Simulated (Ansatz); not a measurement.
Basis-set extrapolation for `O[SiH]1CS1` (PBE0-D4/def2-TZVP geometry, frozen core, Ansatz 0.2.0). Multiplicity 1, RHF reference.

```csv
,def2-TZVPP,def2-QZVPP
HF,-801.647321,-801.673142
MP2 correlation,-0.699436,-0.755228
CCSD(T) correlation,-0.764452,not run
```

Energies in hartree. Use E(X) = E(∞) + A·exp(−7.88·√X) for Hartree–Fock and E(X) = E(∞) + B·X^(−2.97) for correlation, with X = 3 and 4, and add CCSD(T) minus MP2 of the smaller set to the MP2 limit.

Q: What is the CCSD(T) energy at the basis-set limit?

A: HF limit: -801.673142 + (-0.025821) × 0.13774 = -801.67670. MP2 limit: -0.755228 + (-0.055792) × 0.74074 = -0.79656. Higher-order term: -0.764452 − (-0.699436) = -0.06502. Total: -802.53828 hartree, 3.44 eV below CCSD(T)/def2-TZVPP.
